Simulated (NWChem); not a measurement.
Species: CH5FOSi2; SMILES F[Si@H]1CO[SiH2]1

```xyz
10

F      0.3160     2.1957    -0.4844
Si     0.0231     0.8934     0.4525
C     -1.4417    -0.2123    -0.1102
O     -0.7693    -1.4779    -0.1852
Si     0.9032    -1.2066    -0.0583
H     -0.0363     1.3975     1.8569
H     -2.2895    -0.2779     0.5934
H     -1.8486     0.0799    -1.0955
H      1.6372    -1.3949    -1.3465
H      1.5297    -2.0838     0.9748
```
Atoms are numbered in this order, from 1.

Computed with NWChem. Pople sets run with spherical d functions. All runs use the structure optimised with PBE0/def2-SVP.

### Question
What does the run give for TPSS/6-31G*? Quantities: highest occupied level (eV); orbital gap (eV); dipole (D).

### Answer
```json
{
  "highest occupied level (eV)": "-6.43",
  "orbital gap (eV)": "5.35",
  "dipole (D)": "0.81"
}
```
